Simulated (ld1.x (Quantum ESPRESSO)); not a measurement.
## u(r) = r·R(r): atom against pseudo-atom (boron)

Columns: radius, all-electron u(r) and pseudo u(r) of the 2p shell (level -8.14 eV) of boron in the configuration [He] 2s2 2p0.5; PW91, non-relativistic, TM scheme, ld1.x (Quantum ESPRESSO) 7.5.

```json
{"r (bohr)": "0.118", "all-electron": "0.0405", "pseudo": "0.0163"}
{"r (bohr)": "0.235", "all-electron": "0.1245", "pseudo": "0.0628"}
{"r (bohr)": "0.353", "all-electron": "0.2214", "pseudo": "0.1356"}
{"r (bohr)": "0.470", "all-electron": "0.3149", "pseudo": "0.2259"}
{"r (bohr)": "0.588", "all-electron": "0.3996", "pseudo": "0.3258"}
{"r (bohr)": "0.705", "all-electron": "0.4715", "pseudo": "0.4241"}
{"r (bohr)": "0.822", "all-electron": "0.5313", "pseudo": "0.5131"}
{"r (bohr)": "0.940", "all-electron": "0.5804", "pseudo": "0.5869"}
{"r (bohr)": "1.058", "all-electron": "0.6183", "pseudo": "0.6413"}
{"r (bohr)": "1.175", "all-electron": "0.6452", "pseudo": "0.6758"}
{"r (bohr)": "1.292", "all-electron": "0.6622", "pseudo": "0.6930"}
{"r (bohr)": "1.410", "all-electron": "0.6707", "pseudo": "0.6965"}
{"r (bohr)": "1.528", "all-electron": "0.6716", "pseudo": "0.6902"}
{"r (bohr)": "1.645", "all-electron": "0.6662", "pseudo": "0.6777"}
{"r (bohr)": "1.763", "all-electron": "0.6555", "pseudo": "0.6614"}
{"r (bohr)": "1.880", "all-electron": "0.6408", "pseudo": "0.6431"}
{"r (bohr)": "1.998", "all-electron": "0.6226", "pseudo": "0.6232"}
{"r (bohr)": "2.115", "all-electron": "0.6020", "pseudo": "0.6020"}
{"r (bohr)": "2.232", "all-electron": "0.5795", "pseudo": "0.5795"}
{"r (bohr)": "2.350", "all-electron": "0.5554", "pseudo": "0.5554"}
{"r (bohr)": "2.468", "all-electron": "0.5305", "pseudo": "0.5305"}
{"r (bohr)": "2.585", "all-electron": "0.5054", "pseudo": "0.5054"}
{"r (bohr)": "2.702", "all-electron": "0.4802", "pseudo": "0.4802"}
{"r (bohr)": "2.820", "all-electron": "0.4550", "pseudo": "0.4550"}
{"r (bohr)": "2.938", "all-electron": "0.4303", "pseudo": "0.4303"}
{"r (bohr)": "3.055", "all-electron": "0.4064", "pseudo": "0.4064"}
```

(1) How many radial nodes do the two functions have?

(2) At about which radius was the pseudo-wave matched?

(3) Where does each function peak?

(4) Is the pseudo-wave norm-conserving?

## Answers

(1) The all-electron 2p function has n − l − 1 = 0; the pseudo-wave has 0.

(2) 2.30 bohr. The columns agree to 0.0005 from 2.12 bohr on; several derivatives are matched, so the curves merge somewhat inside the radius.

(3) Outermost all-electron maximum near 1.53 bohr, pseudo maximum near 1.41 bohr (to the table’s step).

(4) Yes: the TM scheme keeps the norm inside the radius equal to the all-electron one, which fixes the energy derivative of the logarithmic derivative at the level.
